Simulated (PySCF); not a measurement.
C2H4Cl2Si2, SMILES [SiH3]C#C[SiH](Cl)Cl.

Coordinates come from a PBE0-D3(BJ)/def2-SVP optimisation. The structure was generated by enumeration, and PubChem lists no compound with its InChIKey, so it may never have been made.

Two levels are set side by side: TDDFT-PBE/def2-SVPD (PySCF) and TDDFT-M06-2X/def2-SVPD (PySCF). Vertical, same geometry. The lowest singlet is HOMO→LUMO+1 66 %, HOMO−1→LUMO 34 % with PBE and HOMO−1→LUMO 45 %, HOMO→LUMO+1 41 % with the other functional; states are paired by order. Differences are taken from unrounded values.

```
quantity                               TDDFT-M06-2X
-------------------------------------  ------------
lowest singlet excitation (eV)                 4.94
lowest triplet excitation (TDA) (eV)           4.62
first bright state (f over 0.05) (eV)          7.57
its oscillator strength                        0.97
```

Q: What does TDDFT-PBE give, and how far is it from TDDFT-M06-2X? (Estimate from the structure and the level; the computed values follow.)

A: 
```json
[
 {"quantity": "lowest singlet excitation (eV)", "TDDFT-PBE": "5.22", "TDDFT-PBE minus TDDFT-M06-2X": "0.28"},
 {"quantity": "lowest triplet excitation (TDA) (eV)", "TDDFT-PBE": "4.38", "TDDFT-PBE minus TDDFT-M06-2X": "-0.23"},
 {"quantity": "first bright state (f over 0.05) (eV)", "TDDFT-PBE": "6.14", "TDDFT-PBE minus TDDFT-M06-2X": "-1.42"},
 {"quantity": "its oscillator strength", "TDDFT-PBE": "0.12", "TDDFT-PBE minus TDDFT-M06-2X": "-0.85"}
]
```

Rough cost on one machine, each run with all the roots and properties that it gave: TDDFT-M06-2X against TDDFT-PBE about 10 times.
